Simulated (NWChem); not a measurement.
Everything below was run with NWChem. System: Cl2Si, charge 0, spin multiplicity 1, displaced from the optimised geometry. The structure started from a generated list of species.

Job file:

```
start mol
memory heap 200 mb stack 900 mb global 1100 mb
geometry units angstroms nocenter noautoz
  Si     0.000000     0.000000     0.960488
  Cl    -1.672912     0.000000    -0.395495
  Cl     1.672912     0.000000    -0.395495
  symmetry group C2v
end
basis spherical
  * library def2-svp
end
dft
  xc xpbe96 cpbe96
  semidirect memsize 60000000 filesize 0
  iterations 100
  convergence nodiis damp 40
end
task dft gradient
```

The output up to the point where the run's verdict is printed (cleaned and shortened):

```
             Northwest Computational Chemistry Package (NWChem) 7.3.0
             --------------------------------------------------------

                                NWChem Input Module
                                -------------------

 Scaling coordinates for geometry "geometry" by  1.889725989
 (inverse scale =  0.529177249)

 Turning off AUTOSYM since
 SYMMETRY directive was detected!

                             Geometry "geometry" -> ""
                             -------------------------

 Output coordinates in angstroms (scale by  1.889725989 to convert to a.u.)

  No.       Tag          Charge          X              Y              Z
 ---- ---------------- ---------- -------------- -------------- --------------
    1 Si                  14.0000     0.00000000     0.00000000     0.96048800
    2 Cl                  17.0000    -1.67291200     0.00000000    -0.39549500
    3 Cl                  17.0000     1.67291200     0.00000000    -0.39549500

 Effective nuclear repulsion energy (a.u.)     162.6783581984

            Nuclear Dipole moment (a.u.)
            ----------------------------
        X                 Y               Z
 ---------------- ---------------- ----------------
     0.0000000000     0.0000000000     0.0000037795

      Symmetry information
      --------------------

 Group name             C2v
 Group number             16
 Group order               4
 No. of unique centers     2

      Symmetry unique atoms

     1    2


 Summary of "ao basis" -> "" (spherical)
 ------------------------------------------------------------------------------
       Tag                 Description            Shells   Functions and Types
 ---------------- ------------------------------  ------  ---------------------
 *                          def2-svp                  on all atoms

  pbe96 is a nonlocal functional; adding pw91lda local functional.

                                 NWChem DFT Module
                                 -----------------

 Summary of "ao basis" -> "ao basis" (spherical)
 ------------------------------------------------------------------------------
[...]
 d= 0,ls=0.5         52  -1165.7768492140 -6.94D+01  4.16D-01               3.6
 d= 0,ls=0.5         53  -1096.3414959510  6.94D+01  4.16D-01               3.6
 d= 0,ls=0.5         54  -1165.7768492140 -6.94D+01  4.16D-01               3.7
 d= 0,ls=0.5         55  -1096.3414959510  6.94D+01  4.16D-01               3.8
 d= 0,ls=0.5         56  -1165.7768492140 -6.94D+01  4.16D-01               3.8
 d= 0,ls=0.5         57  -1096.3414959510  6.94D+01  4.16D-01               3.9
 d= 0,ls=0.5         58  -1165.7768492140 -6.94D+01  4.16D-01               3.9
 d= 0,ls=0.5         59  -1096.3414959510  6.94D+01  4.16D-01               4.0
 d= 0,ls=0.5         60  -1165.7768492140 -6.94D+01  4.16D-01               4.1
 d= 0,ls=0.5         61  -1096.3414959510  6.94D+01  4.16D-01               4.1
 d= 0,ls=0.5         62  -1165.7768492140 -6.94D+01  4.16D-01               4.2
 d= 0,ls=0.5         63  -1096.3414959510  6.94D+01  4.16D-01               4.2
 d= 0,ls=0.5         64  -1165.7768492140 -6.94D+01  4.16D-01               4.3
 d= 0,ls=0.5         65  -1096.3414959510  6.94D+01  4.16D-01               4.4
 d= 0,ls=0.5         66  -1165.7768492140 -6.94D+01  4.16D-01               4.4
 d= 0,ls=0.5         67  -1096.3414959510  6.94D+01  4.16D-01               4.5
 d= 0,ls=0.5         68  -1165.7768492140 -6.94D+01  4.16D-01               4.6
 d= 0,ls=0.5         69  -1096.3414959510  6.94D+01  4.16D-01               4.6
 d= 0,ls=0.5         70  -1165.7768492140 -6.94D+01  4.16D-01               4.7
 d= 0,ls=0.5         71  -1096.3414959510  6.94D+01  4.16D-01               4.7
 d= 0,ls=0.5         72  -1165.7768492140 -6.94D+01  4.16D-01               4.8
 d= 0,ls=0.5         73  -1096.3414959510  6.94D+01  4.16D-01               4.9
 d= 0,ls=0.5         74  -1165.7768492140 -6.94D+01  4.16D-01               4.9
 d= 0,ls=0.5         75  -1096.3414959510  6.94D+01  4.16D-01               5.0
 d= 0,ls=0.5         76  -1165.7768492140 -6.94D+01  4.16D-01               5.0
 d= 0,ls=0.5         77  -1096.3414959510  6.94D+01  4.16D-01               5.1
 d= 0,ls=0.5         78  -1165.7768492140 -6.94D+01  4.16D-01               5.2
 d= 0,ls=0.5         79  -1096.3414959510  6.94D+01  4.16D-01               5.2
 d= 0,ls=0.5         80  -1165.7768492140 -6.94D+01  4.16D-01               5.3
 d= 0,ls=0.5         81  -1096.3414959510  6.94D+01  4.16D-01               5.3
 d= 0,ls=0.5         82  -1165.7768492140 -6.94D+01  4.16D-01               5.4
 d= 0,ls=0.5         83  -1096.3414959510  6.94D+01  4.16D-01               5.5
 d= 0,ls=0.5         84  -1165.7768492140 -6.94D+01  4.16D-01               5.5
 d= 0,ls=0.5         85  -1096.3414959510  6.94D+01  4.16D-01               5.6
 d= 0,ls=0.5         86  -1165.7768492140 -6.94D+01  4.16D-01               5.6
 d= 0,ls=0.5         87  -1096.3414959510  6.94D+01  4.16D-01               5.7
 d= 0,ls=0.5         88  -1165.7768492140 -6.94D+01  4.16D-01               5.8
 d= 0,ls=0.5         89  -1096.3414959510  6.94D+01  4.16D-01               5.8
 d= 0,ls=0.5         90  -1165.7768492140 -6.94D+01  4.16D-01               5.9
 d= 0,ls=0.5         91  -1096.3414959510  6.94D+01  4.16D-01               5.9
 d= 0,ls=0.5         92  -1165.7768492140 -6.94D+01  4.16D-01               6.0
 d= 0,ls=0.5         93  -1096.3414959510  6.94D+01  4.16D-01               6.1
 d= 0,ls=0.5         94  -1165.7768492140 -6.94D+01  4.16D-01               6.1
 d= 0,ls=0.5         95  -1096.3414959510  6.94D+01  4.16D-01               6.2
 d= 0,ls=0.5         96  -1165.7768492140 -6.94D+01  4.16D-01               6.3
 d= 0,ls=0.5         97  -1096.3414959510  6.94D+01  4.16D-01               6.3
 d= 0,ls=0.5         98  -1165.7768492140 -6.94D+01  4.16D-01               6.4
 d= 0,ls=0.5         99  -1096.3414959510  6.94D+01  4.16D-01               6.4
 d= 0,ls=0.5        100  -1165.7768492140 -6.94D+01  4.16D-01               6.5
```

The run did not converge; its last values are not results. The next line reads: Calculation failed to converge. NWChem stopped with the message: dft gradient failed.
